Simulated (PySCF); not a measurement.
C2H8Ge2, SMILES [GeH3]/[CH]=[CH]/[GeH3].

Geometry: PBE0-D3(BJ)/def2-SVP.

Calculation: TDA-LC-ωPBE/def2-SVPD run with PySCF 2.14.0.

Vertical excitations. Isolated molecule, no solvent. State labels are in the subgroup C2h.

Computed UV-visible absorptions:
| state | symmetry | energy (eV) | λ (nm) | f | main pairs |
|---|---|---|---|---|---|
| S1 | Bg | 6.13 | 202 | 0.000 | HOMO−1→LUMO 94 % |
| S2 | Bu | 7.43 | 167 | 0.939 | HOMO→LUMO 89 % |
| S3 | Au | 7.90 | 157 | 0.001 | HOMO→LUMO+1 64 %, HOMO→LUMO+3 26 % |
| S4 | Ag | 8.31 | 149 | 0.000 | HOMO−1→LUMO+1 74 %, HOMO−1→LUMO+3 20 % |
| S5 | Bg | 8.56 | 145 | 0.000 | HOMO−3→LUMO 42 %, HOMO−7→LUMO 30 %, HOMO→LUMO+4 13 % |
| S6 | Bg | 8.65 | 143 | 0.000 | HOMO→LUMO+2 45 %, HOMO→LUMO+4 14 %, HOMO−3→LUMO 10 % |
| S7 | Au | 8.67 | 143 | 0.002 | HOMO−2→LUMO 65 %, HOMO−6→LUMO 19 % |
| S8 | Bg | 8.73 | 142 | 0.000 | HOMO→LUMO+4 42 %, HOMO→LUMO+2 30 %, HOMO−4→LUMO+1 9 % |
| S9 | Au | 8.88 | 140 | 0.101 | HOMO→LUMO+3 40 %, HOMO→LUMO+1 22 %, HOMO−4→LUMO+2 11 %, HOMO−2→LUMO 10 % |
| S10 | Bu | 8.96 | 138 | 0.234 | HOMO−1→LUMO+2 57 %, HOMO→LUMO+5 27 % |
| T1 | Bu | 4.02 | 308 | 0 | HOMO→LUMO 82 % |
| T2 | Bg | 5.46 | 227 | 0 | HOMO−1→LUMO 95 % |
| T3 | Au | 7.64 | 162 | 0 | HOMO→LUMO+1 59 %, HOMO→LUMO+3 21 % |
| T4 | Ag | 7.90 | 157 | 0 | HOMO−1→LUMO+1 48 %, HOMO−1→LUMO+3 35 % |
Triplets are in the Tamm–Dancoff approximation.
